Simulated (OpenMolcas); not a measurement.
## What dynamic correlation does to the levels of Rb

```yaml
Program: OpenMolcas 26.06
Basis: ANO-RCC-VDZ [6s5p1d]
Scalar_Hamiltonian: X2C, point nucleus
Active_space: 1 electron in 8 orbitals (5s 5p 6s 6p)
State_averaging: 2S+1 = 2 even, 1 root; 2S+1 = 2 odd, 3 roots
Spin-orbit_coupling: state interaction with AMFI integrals over the reference wave functions, term energies averaged over their components
```

Methods on the same reference wave functions:
A. CASSCF
B. SS-CASPT2, IPEA 0.25 Eh, imaginary shift 0.1 Eh (closed shells correlated: 4s 4p)

Energies in cm⁻¹ above 5s ²S_1/2, the measured ground level; measured values from NIST Handbook of Basic Atomic Spectroscopic Data.

```json
{"Level": "5s ²S_1/2", "A": "0.0", "B": "0.0", "Measured": "0.0"}
{"Level": "5p ²P°_1/2", "A": "10738", "B": "10958", "Measured": "12579"}
{"Level": "5p ²P°_3/2", "A": "10878", "B": "11097", "Measured": "12817"}
```

Deviations, from unrounded energies. A percentage is the sum of absolute deviations over the sum of measured energies, with the sign that they share, or ± where signs differ.

| Against measurement | Levels | A | B |
| --- | --- | --- | --- |
| mean absolute deviation (cm-1) | 2 | 1900 | 1700 |
| other configurations (%) | 2 | -14.9 | -13.2 |

B lies closest to measurement on these levels. The largest miss of B in the table is 5p ²P°_3/2, by -1700 cm-1. The ranking rests on the paired levels alone, and a cruder setting can come out closer through cancelling errors.

The lowest spin-free term lies below A's lowest term by 0.023 hartree in B.

With one active electron outside closed inactive shells, the extra shells (6p 6s) add no correlation to the reference. ANO sets are built for ground and valence states and can reach diffuse excited orbitals poorly. With one active electron the reference holds no correlation, so core polarisation is missing (holds for A). With one active electron, CASPT2 adds the correlation within the correlated inactive shells and between them and that electron, and leaves the splitting within a term as the reference gives it (holds for B). Measured partners are found by configuration, term and J. A level has none where our copy of the source lacks it or the pairing is in doubt (some pairs that miss far off the trend of their configuration count as doubtful), and it then counts in no deviation. Only configurations of the active space appear.

° marks odd parity.
